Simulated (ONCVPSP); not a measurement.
**What the settings do to the ONCV potential of rubidium**

Base potential:

rubidium, optimised norm-conserving Vanderbilt (ONCV), made with ONCVPSP 4.0.1 (LDA (Perdew-Wang 92), scalar-relativistic). Core [Ar] 3d10, reference 4s2 4p6 5s0.5 (charge +0.5). Waves: 4s+5s: rc 2.45 bohr, ncon 4, nbas 7, qcut 4.2 1/bohr, 2 projectors; 4p: rc 2.60 bohr, ncon 3, nbas 6, qcut 6.1 1/bohr, 2 projectors, debl 0.7 Ha; d scattering state at 0.04 Ha: rc 2.00 bohr, ncon 4, nbas 7, qcut 4 1/bohr, 2 projectors, debl 1.2 Ha. Local part: polynomial inside 1.35 bohr (lpopt 1, dvloc0 3 Ha). Core correction: Teter function, fcfact 5, rcfact 1.

All-electron outer shells of the reference configuration (LDA (PZ), scalar-relativistic, ld1.x):

```json
{"shell": "4s", "level (eV)": "-34.69", "outermost node (bohr)": "0.62", "outermost maximum (bohr)": "1.25"}
{"shell": "4p", "level (eV)": "-18.73", "outermost node (bohr)": "0.64", "outermost maximum (bohr)": "1.42"}
{"shell": "5s", "level (eV)": "-4.29", "outermost node (bohr)": "1.78", "outermost maximum (bohr)": "3.96"}
```

Cutoffs, loose and tight: the cutoffs (Ha) at which the residual kinetic energy of the hardest occupied pseudo-wave falls to 1 and 0.1 mHa per electron. They do not see the model core or the augmentation charge, which bear on the density cutoff. Test errors are all-electron minus pseudo excitation energies from the reference, over the configurations 4s2 4p6 5s1; 4s2 4p6 5s0; 4s2 4p6 5s0 5p1; 4s2 4p6 4d0.5 5s0.5. A dash means not determined; rows that change the core or the reference have their own tests.

A true bound ghost makes a file unfit for plane-wave use even where its test errors are small: the radial tests pick states by their node count and pass the ghost by.

| change | outcome | cutoff, loose | cutoff, tight | bound ghosts | GHOST(+) flags above zero | largest test error (meV) |
| --- | --- | --- | --- | --- | --- | --- |
| base | generated | 7.0 Ha | 8.5 Ha | none | none | -0.5 |
| d: qcut 3.8 | generated | 7.0 Ha | 8.5 Ha | none | none | -0.5 |
| core correction Teter function, fcfact 1.7, rcfact 1 | generated | 7.0 Ha | 8.5 Ha | none | none | -0.5 |
| d: nproj 0; local potential the d channel | generated | 7.0 Ha | 8.5 Ha | p | none | -0.5 |
| p: rc 2.36 | generated | 6.6 Ha | 8.1 Ha | none | none | -0.5 |
| p: ncon 4, nbas 7 | generated | 7.2 Ha | 9.1 Ha | none | none | -0.5 |

Task: What comes out with this change to the base: s: qcut 4; p: qcut 5.9; d: qcut 3.9?

Result: outcome: generated; cutoff, loose: 6.9 Ha; cutoff, tight: 8.5 Ha; bound ghosts: none; GHOST(+) flags above zero: none; largest test error (meV): -0.5.
